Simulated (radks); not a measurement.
Results of a calculation; reference values are marked as such.
Coulomb parameter of the 4f shell of the europium ion Eu3+ in the model configuration [Xe] 4f4 5d2, as a second difference U = [E(n + 1) + E(n - 1) - 2 E(n)] / (1)^2 with all orbitals relaxed. "Bare": the charge of the atom changes with n. "Screened": the 5d shell takes up the change at fixed total charge, which measures U(4f,4f) + U(5d,5d) - 2 U(4f,5d). Code: a radial shooting solver on a logarithmic mesh with Libxc functionals. Model: scalar-relativistic Kohn-Sham, PBEsol, spin-unpolarised, spherical densities, finite nucleus; Fermi nuclear charge, rms radius 5.1115 fm.

| case | configuration | E - E(n) (eV) |
|---|---|---|
| start | [Xe] 4f4 5d2 | 0.000 |
| bare +1 | [Xe] 4f5 5d2 | -38.160 |
| bare -1 | [Xe] 4f3 5d2 | 58.491 |
| screened +1 | [Xe] 4f5 5d1 | -16.711 |
| screened -1 | [Xe] 4f3 5d3 | 22.927 |

U(bare) = 20.331 eV, U(screened by 5d) = 6.217 eV, against the Slater integral F0(4f,4f) = 31.632 eV with frozen orbitals.
